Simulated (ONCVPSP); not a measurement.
## What one change does to a pseudopotential (bromine, ONCV)

ONCVPSP 4.0.1 input, shortened (lines: element, Z, core and valence counts, functional; n l f; lmax; l rc ep ncon nbas qcut; lloc lpopt rc5 dvloc0; l nproj debl; icmod fcfact rcfact), LDA (Perdew-Wang 92), scalar-relativistic:

```
  Br 35.00    6    2  -001012      upf
    1    0    2.00
    2    0    2.00
    2    1    6.00
    3    0    2.00
    3    1    6.00
    3    2   10.00
    4    0    1.50
    4    1    5.50
    2
    0    1.25    0.00    3    6    4.00
    1    1.65    0.00    3    8    4.50
    2    1.35    0.07    5   10    8.00
    4    5    1.00    0.00
    0    3    1.50
    1    2    4.00
    2    1    3.40
    1    0.35    0.00
```

Change: s: debl 5.1.

Cutoffs: the cutoffs (Ha) at which the residual kinetic energy of the hardest occupied pseudo-wave falls to 1 and 0.1 mHa per electron; they do not see the model core or the augmentation charge, which bear on the density cutoff. Errors are all-electron minus pseudo energies relative to the spin-unpolarised reference configuration.

Problem. What does the change do?

Solution. The potential gets neither clearly harder nor softer (39 Ha and 59 Ha → 39 Ha and 59 Ha); the bound ghost in s disappears; the errors of the 4 common tests hardly move.

```csv
quantity,base,changed
"cutoff, loose",39 Ha,39 Ha
"cutoff, tight",59 Ha,59 Ha
bound ghosts,s,none
GHOST(+) flags under 300 eV,"p at 202.1 eV, s at 213.1 eV","p at 202.1 eV, s at 281.3 eV"
"error for 4s2 4p5, meV [ΔE -6.18 eV]",+1.2,+1.2
"error for 4s2 4p4, meV [ΔE 6.52 eV]",+0.7,+0.8
"error for 4s2 4p3, meV [ΔE 29.46 eV]",-8.0,-7.9
"error for 4s2 4p2, meV [ΔE 63.68 eV]",-39,-39
s: phases at 1.27 bohr within 0.05 rad from the reference energy up to (Ha; the scan ends near 5),to the end of the scan,to the end of the scan
p: phases at 1.67 bohr within 0.05 rad from the reference energy up to (Ha; the scan ends near 5),to the end of the scan,to the end of the scan
d: phases at 1.37 bohr within 0.05 rad from the reference energy up to (Ha; the scan ends near 5),0.6,0.6
"rms error of d²Exc/dni dnj with the model core, mHa",0.45,0.45
```

 A true bound ghost makes a file unfit for plane-wave use even where its test errors are small: the radial tests pick states by their node count and pass the ghost by.
